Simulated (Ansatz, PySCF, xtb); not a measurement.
Energy difference 4 R1 + R2 → 4 P1 + P2, each structure at its B3LYP-D3(BJ)/def2-TZVP stationary point, reached from a drawn start (curvature not checked).
P1: H2 (SMILES [H][H]), charge 0, multiplicity 1.
R1: HF (SMILES F), charge 0, multiplicity 1.
R2: SiH4 (SMILES [SiH4]), charge 0, multiplicity 1.
P2, SiF4 (SMILES F[Si](F)(F)F) (charge 0, multiplicity 1):
```xyz
5

Si     0.00000     0.00000     0.00002
F     -0.91777    -0.94340    -0.85103
F      0.46373    -0.75135     1.29501
F     -0.80134     1.28601     0.40079
F      1.25538     0.40875    -0.84470
```

P less R. No zero-point or thermal terms.

Frozen-core correlation throughout.

The values were computed with Ansatz (Gaussian basis) for Hartree–Fock, density functionals and correlated methods; PySCF for the D3/D4 terms; xtb for the GFN methods. Each number belongs to the level named beside it.

```csv
level,reaction energy (kcal/mol)
GFN1-xTB,-122.86
PBE-D4/def2-TZVPP,-112.79
BLYP-D4/def2-TZVPP,-121.07
r2SCAN-D3(BJ)/def2-TZVPP,-126.82
B97M-V/def2-TZVPP,-126.61
PBE0-D3(BJ)/def2-TZVPP,-112.06
MP2/cc-pV(D+d)Z,-105.99
CCSD/cc-pV(T+d)Z,-120.49
CCSD(T)/cc-pV(Q+d)Z,[?]
```

**Question.** Complete the blanks.

**Answer.** 
- CCSD(T)/cc-pV(Q+d)Z, reaction energy (kcal/mol): -123.56

Ansatz is a quantum-chemistry and plane-wave program.
